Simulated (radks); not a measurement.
Question: Si2+, 12 electrons, occupied as [Ne] 3s1 4s1 (not the ground configuration). All-electron calculation, non-relativistic Kohn-Sham, PBE, spin-polarised, spherical densities, point nucleus; open shells are filled with parallel spins first. Program: a radial shooting solver on a logarithmic mesh with Libxc functionals. Some entries of the table are withheld. Estimate them.

| orbital | occ. | eigenvalue (Ry) | <r^2> (bohr^2) |
|---|---|---|---|
| 1s up | 1 | -133.1109 | 0.01677 |
| 1s down | 1 | -133.0952 | 0.01677 |
| 2s up | 1 | (1) | 0.3861 |
| 2s down | 1 | (2) | 0.3848 |
| 2p up | 3 | -9.15287 | (3) |
| 2p down | 3 | -9.12492 | (4) |
| 3s up | 1 | -2.46632 | 3.988 |
| 4s up | 1 | -0.93357 | 20.61 |

Answer: 
(1) 2s up eigenvalue (Ry): -12.32670
(2) 2s down eigenvalue (Ry): -12.29859
(3) 2p up <r^2> (bohr^2): 0.3618
(4) 2p down <r^2> (bohr^2): 0.3593
